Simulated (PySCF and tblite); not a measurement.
Values are calculated unless marked as measured or tabulated.
C₇H₈FN, numbered as in [N:1]#[C:2][C@H:3]1[C@H:4]2[CH2:5][C@@H:6]([F:7])[C@@H:8]1[CH2:9]2.

Geometries GFN2-xTB; weights from PBE0-D3(BJ)/def2-SVP (IEF-PCM, acetonitrile) energies and GFN2-xTB thermal corrections, with symmetry numbers and mirror pairs. Conformers within 2.5 kcal/mol (GFN2-xTB free energy) were kept, 2 at most. GIAO shieldings: WP04/pcSseg-1 (IEF-PCM, acetonitrile). Shifts are against TMS (¹H), TMS (¹³C) at the same level; of two unlike H on one atom, a is the less shielded. Run with PySCF (density fitting) and tblite.

**Question.** List the conformer-averaged shifts at 298.15 K.

**Answer.** ¹H: 5.46 (H6, 1H), 3.07 (H8, 1H), 2.91 (H3, 1H), 2.81 (H4, 1H), 2.45 (H5a, 1H), 2.30 (H5b, 1H), 1.79 (H9a, 1H), 1.07 (H9b, 1H) ppm. ¹³C: 125.4 (C2), 101.9 (C6), 56.0 (C8), 49.8 (C4), 40.7 (C5), 38.3 (C9), 34.8 (C3) ppm.

Shifts are unscaled: against experiment ¹³C can be off by 15 ppm or more and ¹H by 0.8 ppm.
